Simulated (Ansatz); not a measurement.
C$_{4}$H$_{12}$O$_{2}$Si, triplet, at the geometry of the source list (a higher spin typed on purpose: for a closed-shell molecule this is an excited state); WB97X/STO-3G run with Ansatz (a program for electronic structure).

Ansatz was given this input:
Ansatz 0.2 input:
```yaml
crystal:
  periodic: [false, false, false]
  atoms:
    - {symbol: C, position_ang: [-1.94590000, -1.39060000, 0.63670000]}
    - {symbol: O, position_ang: [-0.61890000, -0.95920000, 0.69300000]}
    - {symbol: Si, position_ang: [0.08070000, 0.34400000, -0.01650000]}
    - {symbol: C, position_ang: [-0.67850000, 1.98930000, 0.54080000]}
    - {symbol: C, position_ang: [0.01830000, 0.16000000, -1.91570000]}
    - {symbol: O, position_ang: [1.59490000, 0.39160000, 0.56900000]}
    - {symbol: C, position_ang: [2.54260000, -0.63650000, 0.62760000]}
    - {symbol: H, position_ang: [-2.02320000, -2.30800000, 1.22120000]}
    - {symbol: H, position_ang: [-2.25080000, -1.59430000, -0.39240000]}
    - {symbol: H, position_ang: [-2.61670000, -0.63810000, 1.05870000]}
    - {symbol: H, position_ang: [-1.71260000, 2.06540000, 0.21830000]}
    - {symbol: H, position_ang: [-0.14440000, 2.83910000, 0.13110000]}
    - {symbol: H, position_ang: [-0.66130000, 2.08130000, 1.62220000]}
    - {symbol: H, position_ang: [0.47580000, -0.77320000, -2.23740000]}
    - {symbol: H, position_ang: [0.54630000, 0.96850000, -2.41190000]}
    - {symbol: H, position_ang: [-1.00220000, 0.16450000, -2.28970000]}
    - {symbol: H, position_ang: [3.47000000, -0.21140000, 1.01520000]}
    - {symbol: H, position_ang: [2.19990000, -1.43250000, 1.29280000]}
    - {symbol: H, position_ang: [2.72610000, -1.05990000, -0.36300000]}
basis:
  gaussian:
    orbitals: STO-3G
hamiltonian:
  xc: {name: wB97X}
magnetization: {spin_polarized: true, initial_magnetization: 2}
accuracy: high
```

It wrote (shortened):

```
Functional definition: wB97X
1185 factors; integrals over basis functions are off by at most 2.7e-9 eV
376 factors; integrals over basis functions are off by at most 1.3e-9 eV
mean field evaluation 1: about -16104.1565 eV, gradient 1.9e1 eV
mean field evaluation 2: about -16105.3414 eV, gradient 1.6e1 eV
mean field evaluation 4: about -16106.7738 eV, gradient 2.4e0 eV
mean field evaluation 8: about -16106.9256 eV, gradient 9.9e-1 eV
mean field evaluation 16: about -16107.4187 eV, gradient 1.2e-2 eV
mean field -16107.41872078 eV, -591.9367199880 hartree, gradient 3.3e-8 eV, S^2 2.002176; 2 other end points of the search recorded, 0 dependent functions left out
reference -16107.41871786 eV, -591.9367198808 hartree; 34, 32 occupied and 17, 19 virtual orbitals, 1185 factors
Total energy: -16107.41871786 eV, -591.9367198808 hartree
```
